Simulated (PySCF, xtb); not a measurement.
SiHF, SMILES F[SiH] (connectivity only; charge and spin as stated), neutral, multiplicity 1.

Harmonic wavenumbers (cm⁻¹) from xtb 6.7.1 with GFN2-xTB at its own minimum, in rising order: 718, 799, 2125.

Question: What does PySCF with PBE-D3(BJ)/def2-TZVPD give at its own minimum? (The exact figures need the calculation; the answer reports its results.)

Answer: 796, 828, 1890. Paired by order, the mean absolute difference is 114 cm⁻¹ and the zero-point energies are 5.2 and 5.0 kcal/mol.
